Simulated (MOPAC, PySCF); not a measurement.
C$_{8}$H$_{9}$FSi, SMILES `c1cc(cc(c1)C([SiH3])=C)F` (Si–C–C–C torsion 144°), neutral singlet in the gas phase. 

Z-matrix (Å, degrees):
```
C
C 1 1.4025
C 2 1.3881 1 119.86
F 3 1.3321 2 118.81 1 -179.31
C 3 1.3888 4 119.18 2 179.97
H 5 1.0912 3 119.61 4 -0.45
H 2 1.0920 3 118.49 4 -0.62
C 5 1.3938 6 122.20 3 179.42
C 8 1.3915 5 120.79 6 -179.72
H 9 1.0916 8 119.88 5 178.19
H 8 1.0925 9 119.76 10 -1.16
C 1 1.4813 2 120.35 7 0.84
C 12 1.3444 1 121.73 2 -145.67
H 13 1.0937 12 121.76 1 -178.20
H 13 1.0961 14 116.47 12 179.02
Si 12 1.8859 13 118.84 14 0.66
H 16 1.4931 12 108.45 13 -5.31
H 16 1.4946 17 109.98 14 125.12
H 16 1.4965 17 108.73 18 117.66
```
Charge 0, multiplicity 1.

All levels are single points at this geometry (PBE0-D3(BJ)/def2-SVP); Pople sets use spherical d functions. Orbital energies aren't observables, and empty levels follow the basis.

```csv
level,HOMO (eV),LUMO (eV),gap (eV),dipole (D),"vertical IE, Delta-SCF (eV)"
PBE0-D3(BJ)/def2-TZVP in PySCF,-6.97,-1.33,5.63,1.78,8.58
B3LYP/6-311+G** in PySCF,-6.79,-1.56,5.23,1.92,–
B3LYP/LANL2DZ in PySCF,-6.71,-1.30,5.41,2.15,–
BP86/6-31G* in PySCF,-5.76,-1.87,3.89,1.47,–
M06-2X/6-31G* in PySCF,-7.80,-0.12,7.68,1.72,–
PBE/6-31G* in PySCF,-5.66,-1.78,3.89,1.46,8.19
SVWN5/6-31G* in PySCF,-5.84,-1.97,3.86,1.47,8.40
HF/3-21G in PySCF,-8.87,2.64,11.52,2.43,–
HF/6-31G* in PySCF,-8.67,2.70,11.37,2.18,–
HF/STO-3G in PySCF,-6.82,6.18,13.00,1.03,–
PM3 in MOPAC,-9.26,-0.20,9.06,1.83,–
PM6 in MOPAC,-9.41,-0.36,9.05,2.21,–
PM7 in MOPAC,-9.54,-0.45,9.09,2.00,–
```
